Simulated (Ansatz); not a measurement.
`[NH2][Sn]([F])([Cl])[Cl]` + NH₃ → `[NH2][Sn]([NH2])([Cl])[Cl]` + H–F at 400 K and 1 bar (ligand exchange at the Sn–F bond).

Computed with Ansatz on PBE0-D4/def2-TZVP structures; ΔE is electronic, products minus reactants. CBS: MP2 limit from def2 TZ/QZ plus the TZ coupled-cluster correction, frozen cores. This one scheme is used for every species. def2 core potentials past Kr. For Sn outer-core shells are correlated without core-valence functions, which leaves a few kJ/mol of doubt a bond. One conformer a species, not always the lowest.

| species | CCSD(T)/CBS energy (Eh) | H − E (kJ/mol) | S (J/(mol·K)) |
| --- | --- | --- | --- |
| `[NH2][Sn]([F])([Cl])[Cl]` | -1289.42050 | 113.3 | 424.2 |
| NH₃ | -56.50880 | 104.2 | 203.1 |
| `[NH2][Sn]([NH2])([Cl])[Cl]` | -1245.51931 | 179.3 | 428.5 |
| H–F | -100.39570 | 36.5 | 182.2 |

H − E and S are ideal-gas, rigid-rotor, harmonic terms from PBE0-D4/def2-TZVP, for one conformer and one mirror image of each species. 1 Eh = 2625.50 kJ/mol, R = 8.31446 J/(mol·K).

Q: By hand: ΔE, ΔH, ΔS and ΔG.

A: ΔE = (-1245.51931) + (-100.39570) − (-1289.42050) − (-56.50880) = 0.01429 Eh = 37.5 kJ/mol. Δ(H − E) = 179.3 + 36.5 − 113.3 − 104.2 = -1.7, so ΔH = 35.8 kJ/mol. ΔS = 428.5 + 182.2 − 424.2 − 203.1 = -16.6 J/(mol·K). ΔG = 35.8 − 400 × (-16.6)/1000 = 42.4 kJ/mol.

Q: By hand: the equilibrium constant, and the temperature at which ΔG would vanish if ΔH and ΔS stayed fixed.

A: log₁₀ K = −ΔG/(RT ln 10) = -5.5. ΔH and −TΔS have one sign here, so there is no such temperature.

ΔH outweighs TΔS. A doubt of 5 kJ/mol in ΔE shifts log₁₀ K by 0.7 here. Other conformers and mirror images would add mixing entropy, several J/(mol·K) or more a flexible species. Modes under 60 cm⁻¹, often nearly free rotors, make the harmonic entropy too high. These are equilibria of isolated gas molecules and say nothing of rates. Largest T1 diagnostic: 0.012 (customary marks: 0.02 for closed shells, 0.045 for open ones).
